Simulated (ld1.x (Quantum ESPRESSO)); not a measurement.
**Transferability test, ultrasoft potential for Al**

- Element: aluminium (Al)
- Generator: ld1.x (Quantum ESPRESSO) 7.5
- Type: ultrasoft
- Functional: LDA (PZ)
- Relativity: scalar-relativistic
- Frozen core: [Ne]
- Valence charge: 3
- Reference configuration: 3s2 3p1
- Partial waves: 3s (bound): rcut 1.40, rcutus 1.90 bohr; 3s channel at 0.65 Ry: rcut 1.40, rcutus 1.90 bohr; 3p (bound): rcut 2.10, rcutus 2.80 bohr; 3p channel at 2.5 Ry: rcut 2.10, rcutus 2.80 bohr
- Local potential: all-electron potential smoothed inside 2.50 bohr (lloc = -1)
- Core correction: none
- Augmentation charge: built from norm-conserving waves at rcut, not smoothed further

Energies are relative to the spin-unpolarised reference configuration 3s2 3p1; without spin polarisation the order of configurations can differ from experiment. Spin-polarised rows fill each open shell by Hund’s rule, majority spin first. The frozen-core shift is the all-electron ΔE with the core orbitals held at their reference shape minus the fully relaxed ΔE.

```
   valence configuration  charge  ΔE all-electron (eV)  error AE − PS (meV)  frozen-core shift (meV)
                 3s1 3p0      +2                25.224                  +79                      +27
               3s2 3p0.5    +0.5                 2.125                 -1.2                     +0.2
                 3s1 3p2       0                 5.155                 +4.4                     +1.4
                 3s0 3p3       0                10.505                  +22                     +5.7
                 3s1 3p1      +1                11.666                 -8.8                     +5.4
               3s2 3p1.3    -0.3                -0.598                 -0.6                      0.0
3s2 3p1 (spin-polarised)       0                -0.136                 +6.8                     +0.1
```

(1) What are ΔE and the potential's error for 3s2 3p0?

(2) What are ΔE and the potential's error for 3s1 3p0 (spin-polarised)?

Levels in the configuration 3s2 3p1.3:

```csv
level,all-electron (eV),pseudo (eV)
3s,-6.082,-6.076
3p,-1.233,-1.228
```

A Bessel basis up to 400 Ry misses an occupied level by 0.03 Ry, so cutoffs and ghosts were not judged.

Results:

(1) ΔE = 5.847 eV all-electron; the error (AE − PS) is +3.1 meV.

(2) ΔE = 24.797 eV all-electron; the error (AE − PS) is +213 meV.
